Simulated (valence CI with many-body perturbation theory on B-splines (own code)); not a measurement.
**Questions on Sm40+**

Method: valence CI with perturbative core correlation (CI+MBPT): four valence electrons over a frozen Dirac-Fock core [Ar], radial functions for each j: 7 s, 7 p, 8 d, 6 f, 4 g, 1 h, with the one-electron correlation potential Σ1, the two-electron term Σ2, the three-electron term Σ3, Breit, model QED; selected CI, second order for the rest, scaled by the run's own slope (own B-spline code, finite nucleus).

No measured spectrum was set against this ion. As an estimate, large intervals hold to a few tenths of a per cent, small ones and those within an open d or f shell to about a per cent. Only levels of the ground parity were solved; by the run's estimate the other parity begins above the list, which can be wrong where configurations are misplaced.

Levels are named by their leading jj configuration (3d3/2^4 stands for four electrons in 3d with j = 3/2), which in mixed levels can hold well under half, so a name can repeat and another be missing.

Rates and lifetimes use the calculated energies. Strong lines usually hold to 10 to 20 %, long lifetimes can be off by a factor of two.

(1) What is the ground level?

(2) How well does LS coupling describe the low levels?

(3) What is the ionisation energy?

(4) Name the longest-lived excited levels whose lifetime is computed, and their main decay.

Answers

(1) (3d3/2^4) J=0, composition 57 % 3d4 3P + 32 % 3d4 5D + 12 % 3d4 1S.

(2) Among the lowest 20 levels the leading LS term, summed over configurations, holds 48 % on average. For single configurations the figures are 48 % in LS and 90 % in jj coupling. Terms mix most in the J = 4 level at 273510 cm⁻¹, where the leading one holds 30 %.

(3) 3029.2 eV; NIST lists 3028 ± 4 eV (theoretical).

(4) (3d3/2^2 3d5/2^2) J=6 at 525620 cm⁻¹ lives 16.2 ms, mostly by M1 to (3d3/2^2 3d5/2^2) J=5. The lifetime of (3d3/2^3 3d5/2) J=4 is too uncertain to give, and may be longer.
